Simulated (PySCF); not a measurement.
Zn(Me) (CH₃Zn), SMILES [Zn+][CH3], charge +1. Atoms are numbered in the order given.

```xyz
5

Zn     0.0000     0.0000    -0.4841
C      0.0000     0.0000     1.5283
H     -0.9143     0.5279     1.7844
H      0.9143     0.5279     1.7844
H      0.0000    -1.0557     1.7844
```
Charge +1, spin multiplicity 1.

Coordinates come from a B3LYP-D3(BJ)/def2-TZVP optimisation. The spin state was assumed, not searched. The isomer is the one that the SMILES or the coordinates give; other isomers of the formula were not compared.

Calculation: PBE/def2-TZVPD run with PySCF.

Isolated molecule, no solvent.

Computed frontier levels, gap, dipole moment and polarisability:
The highest occupied level comes out as -13.91 eV, the lowest empty level is -10.27 eV and the orbital gap is 3.65 eV. The dipole moment about the centre of nuclear charge is 0.63 D, the mean static polarisability is 34.7 bohr³ (5.14 Å³) and the polarisability, principal values comes out as 26.3, 26.3, 51.6 bohr³.
